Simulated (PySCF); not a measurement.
C7H9NO.
SMILES: `c1cn(cc1)[C@@H]1CCO1`

Vertical excitations from PySCF (density fitting, frozen core in the response, grid level 2 and gas phase unless stated; continuum runs use non-equilibrium linear response for the excitations) on a GFN2-xTB geometry. Reference run:

| settings | S1, eV (f) | S2, eV (f) | S3, eV (f) | S4, eV (f) | S5, eV (f) | S6, eV (f) | T1, eV (Tamm–Dancoff) | mean α (au) |
| --- | --- | --- | --- | --- | --- | --- | --- | --- |
| PBE0/def2-SVPD, full TDDFT, 6 singlets | 5.93 (0.010) | 6.16 (0.052) | 6.30 (0.011) | 6.43 (0.093) | 6.53 (0.019) | 6.62 (0.030) | 4.23 | 87.9 |

**Question.** What do these settings give: revPBE/6-31++G**, grid level 1, TDA, 1 singlet?

**Answer.** 
```tsv
settings	S1, eV (f)	S2, eV (f)	S3, eV (f)	S4, eV (f)	S5, eV (f)	S6, eV (f)	T1, eV (Tamm–Dancoff)	mean α (au)
revPBE/6-31++G**, grid level 1, TDA, 1 singlet	4.42 (0.001)	–	–	–	–	–	4.17	90.4
```

S1 moves by -1.51 eV; functional, basis and response scheme change together, so the shift can't be laid on one. States are counted by energy in each run and needn't keep their character from row to row.

All basis functions are spherical, in the Pople sets too.

**Question.** Which orbital pairs make up S1 in each run, and how does it sit against the orbital gap?

**Answer.** 
```json
{"settings": "PBE0/def2-SVPD, full TDDFT, 6 singlets", "S1 configurations (weight)": "H→L 0.48, H→L+1 0.41", "S1 (eV)": "5.93", "orbital gap (eV)": "6.78", "S1 − gap (eV)": "-0.85"}
{"settings": "revPBE/6-31++G**, grid level 1, TDA, 1 singlet", "S1 configurations (weight)": "H→L 1.00", "S1 (eV)": "4.42", "orbital gap (eV)": "4.42", "S1 − gap (eV)": "0.00"}
```

Conformer computed: `[cH:1]1[cH:2][cH:3][n:4]([C@@H:5]2[CH2:6][CH2:7][O:8]2)[cH:9]1`: C3–N4–C5–C6 52°.

One conformer stands for the species.
